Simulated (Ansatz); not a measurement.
Species: Sb2, charge 0, singlet. Sb2 (SMILES [Sb]#[Sb]).
B3LYP-D3(BJ)/def2-TZVP minimum from Ansatz (a quantum-chemistry and plane-wave program):
```xyz
2

Sb     0.0000     0.0000    -1.2440
Sb     0.0000     0.0000     1.2440
```

Wanted: atomisation energy (electronic, to ground-state atoms), in kcal/mol. UHF or UKS for unpaired electrons; spin-orbit terms are left out. Cores are frozen in correlated methods (noble-gas shells, and filled d and f shells in the p block). Past Kr the def2 sets carry scalar-relativistic core potentials. CBS(X,Y): correlation extrapolated as X^-3, Hartree-Fock from the larger set. A bracket is a step between two methods taken in the basis named. Spin-orbit terms, left out, reach several kcal/mol for Br and I, and more for heavier atoms. The restricted determinant of Sb2 ([Sb]#[Sb], singlet) is unstable towards broken spin symmetry in at least one set run.

CCSD(T)/CBS(def2-TZVPP,def2-QZVPP) + [CCSDT(Q) - CCSD(T)]/def2-QZVPP + [CCSDTQ - CCSDT(Q)]/def2-SVP (Ansatz) gives 67.0 kcal/mol.

Q: How far off this value is PBE/def2-TZVPD (Ansatz), in which direction, and how far these levels: r2SCAN/def2-TZVPD, PBE0/def2-TZVPD, wB97M-V/def2-TZVPD, B2PLYP/def2-TZVPD, CCSD(T)/CBS(def2-TZVPP,def2-QZVPP)?

A: PBE gives 74.4 kcal/mol, 7.4 kcal/mol above it. Differences of the others: r2SCAN/def2-TZVPD (Ansatz) -3.5; PBE0/def2-TZVPD (Ansatz) -4.4; wB97M-V/def2-TZVPD (Ansatz) -9.9; B2PLYP/def2-TZVPD (Ansatz) 1.6; CCSD(T)/CBS(def2-TZVPP,def2-QZVPP) (Ansatz) -1.0 kcal/mol.
